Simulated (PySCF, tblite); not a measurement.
A database entry of computed molecular properties. Lists by class give the value and the number of equivalent atoms.

```json
{
 "formula": "C2H14ClNSi4",
 "smiles": "CC[SiH2][Si@H](Cl)N([SiH3])[SiH3]",
 "inchi": "InChI=1S/C2H14ClNSi4/c1-2-7-8(3)4(5)6/h8H,2,7H2,1,5-6H3/t8-/m1/s1",
 "charge": 0,
 "multiplicity": 1,
 "geometry_level": "GFN2-xTB",
 "atoms_angstrom": [
  ["C", -2.177, 1.079, 0.104],
  ["C", -2.092, -0.331, 0.678],
  ["Si", -1.408, -1.591, -0.581],
  ["Si", 0.655, -0.888, -1.354],
  ["Cl", 1.89, -2.436, -1.776],
  ["N", 1.439, 0.102, -0.143],
  ["Si", 1.96, -0.608, 1.365],
  ["Si", 1.859, 1.772, -0.409],
  ["H", -1.189, 1.437, -0.183],
  ["H", -2.589, 1.773, 0.836],
  ["H", -2.818, 1.098, -0.776],
  ["H", -1.445, -0.315, 1.558],
  ["H", -3.081, -0.637, 1.025],
  ["H", -1.402, -2.913, 0.069],
  ["H", -2.38, -1.702, -1.685],
  ["H", 0.672, -0.088, -2.581],
  ["H", 1.565, 0.302, 2.438],
  ["H", 3.412, -0.786, 1.349],
  ["H", 1.266, -1.889, 1.495],
  ["H", 1.114, 2.218, -1.584],
  ["H", 1.436, 2.523, 0.772],
  ["H", 3.302, 1.9, -0.618]
 ],
 "electronic_structure_code": "PySCF",
 "results": {
  "GFN2-xTB geometry": {
   "point_group": "C1",
   "rotational_constants_GHz": [0.82, 0.721, 0.512]
  },
  "PBE0/pcSseg-1 ground state and GIAO shieldings, non-relativistic": {
   "dipole_D": 2.11,
   "homo_eV": -7.52,
   "lumo_eV": -0.61,
   "shift_vs_computed_TMS_C_by_class_ppm": [
    [13.7, 1],
    [5.8, 1]
   ],
   "shift_vs_computed_TMS_H_by_class_ppm": [
    [5.9, 1],
    [4.8, 6],
    [4.15, 1],
    [3.77, 1],
    [1.13, 3],
    [0.99, 1],
    [0.84, 1]
   ],
   "shielding_other_nuclei_by_class_ppm": [
    ["N", 251.7, 1],
    ["Si", 341.1, 1],
    ["Si", 397.4, 2],
    ["Si", 420.5, 1],
    ["Cl", 907.4, 1]
   ],
   "charges_hirshfeld_e_by_atom": [-0.12, -0.15, 0.24, 0.3, -0.12, -0.35, 0.34, 0.35, 0.03, 0.04, 0.04, 0.04, 0.04, -0.08, -0.08, -0.08, -0.08, -0.07, -0.07, -0.07, -0.08, -0.08]
  },
  "GFN2-xTB harmonic vibrations, gas phase": {
   "strongest_ir_bands_cm-1_km_per_mol_modes": [
    [620.8, 593.1, 1],
    [790.7, 530.2, 1],
    [803.4, 578.9, 1],
    [969.6, 527.7, 1],
    [2256.7, 686.0, 1],
    [2272.2, 408.2, 1]
   ],
   "zpe_kcal_per_mol": 91.7
  }
 }
}
```

The dipole equals about 7.0 × 10⁻³⁰ C·m (1 D = 3.33564 × 10⁻³⁰ C·m). A dipole of 2.11 D is allowed in C1, and pure rotational transitions are dipole-allowed. With B = h/(8π²I), that is 505.379 GHz u Å² over I, the principal moments of inertia are 616.1, 701.3 and 987.9 u Å² (most abundant isotopes); the inertial defect Ic − Ia − Ib is -329.5 u Å² (zero for a rigid planar frame, negative otherwise). The zero-point energy, half the sum of the 60 harmonic wavenumbers, equals 32060 cm⁻¹ or 384 kJ/mol.

 NMR classes are plain means over equivalent atoms (diastereotopic ones count apart unless rotation or inversion swaps them), as if these changed places fast; in this geometry the members of some classes differ.

The values belong to the conformer `[CH3:1][CH2:2][SiH2:3][Si@H:4]([Cl:5])[N:6]([SiH3:7])[SiH3:8]`: C1–C2–Si3–Si4 56°, C2–Si3–Si4–Cl5 147°, Si3–Si4–N6–Si7 67°.
